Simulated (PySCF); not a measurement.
## The 8-electron isoelectronic series, spin-free X2C

All values are computed (PySCF 2.14, energy differences of UHF-based or UKS calculations, no spin-orbit coupling). Each ion has its own even-tempered basis scaled to its charge (20s12p6d5f5g for the first); frozen: nothing. Ionisation energies in eV.

| ion | configuration | UHF | LDA | PBE | PBE0 | r2SCAN | MP2 (all electrons) | NIST (with spin-orbit, Breit and QED) |
| --- | --- | --- | --- | --- | --- | --- | --- | --- |
| K¹¹⁺ | [He] 2s2 2p4 (3P) | 628.01 | 628.92 | 630.29 | 630.17 | 630.38 | 629.52 | 631.1 ± 0.9 (s) |
| Ti¹⁴⁺ | [He] 2s2 2p4 (3P) | 940.46 | 940.97 | 942.79 | 942.66 | 942.98 | 941.99 | 944.5 ± 1.6 (s) |
| Zn²²⁺ | [He] 2s2 2p4 (3P) | 2078.2 | 2077.6 | 2080.7 | 2080.5 | 2081.2 | 2079.8 | 2085 ± 5 (s) |
| Ga²³⁺ | [He] 2s2 2p4 (3P) | 2251.8 | 2251.0 | 2254.3 | 2254.1 | 2254.9 | 2253.4 | 2258 ± 5 (s) |
| Rb²⁹⁺ | [He] 2s2 2p4 (3P) | 3441.6 | 3439.8 | 3444.1 | 3444.0 | 3445.0 | 3443.2 | 3443 ± 8 (s) |
| Sr³⁰⁺ | [He] 2s2 2p4 (3P) | 3664.8 | 3662.8 | 3667.3 | 3667.1 | 3668.2 | 3666.4 | 3664 ± 8 (s) |
| Zr³²⁺ | [He] 2s2 2p4 (3P) | 4132.6 | 4130.3 | 4135.2 | 4135.0 | 4136.2 | 4134.2 | 4127 ± 9 (s) |
| Nb³³⁺ | [He] 2s2 2p4 (3P) | 4377.3 | 4374.9 | 4379.9 | 4379.7 | 4381.0 | 4379.0 | 4369 ± 9 (s) |
| Mo³⁴⁺ | [He] 2s2 2p4 (3P) | 4629.3 | 4626.7 | 4631.9 | 4631.7 | 4633.0 | 4630.9 | 4618 ± 10 (s) |

(1) Interpolate the row of Br²⁷⁺.

Each ion has its own basis, which adds noise of up to about 0.1 % along the series.

NIST values marked (s) are semi-empirical, (t) theoretical. Open shells are high-spin determinants of the terms that Hund's rules give; for the heavier ions, far from LS coupling, these are not the ground levels.

Spin-orbit coupling of the open shells is absent from the calculated values and included in NIST's; it grows fast with Z.

Results:

(1) configuration [He] 2s2 2p4 (3P); UHF 3016.7; LDA 3015.2; PBE 3019.2; PBE0 3019.0; r2SCAN 3019.9; MP2 (all electrons) 3018.3; NIST (with spin-orbit, Breit and QED) 3021 ± 7 (s).
